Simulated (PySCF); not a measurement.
SeF4 (singlet). All numbers come from B3LYP in PySCF with Se def2-TZVP, F def2-TZVP; no relativity; density-fitted integrals.

Harmonic bands of its minimum:

```csv
ω (cm⁻¹),IR (km/mol)
162,1.2
230,13.6
350,26.8
352,0.0
389,10.9
557,1.7
609,355
704,113
727,58.0
```

The central atom is Se. Infer the point group and assign the bands.

C2v. The modes span 4a1 + 2b2 + a2 + 2b1: 162 a1, 230 b2, 350 a1, 352 a2, 389 b1, 557 a1, 609 b1, 704 b2, 727 a1. The computed geometry has Se–F 1.706 Å (×2), Se–F 1.793 Å (×2); F–Se–F 86.7° (×4), F–Se–F 100.2°, F–Se–F 169.7°.
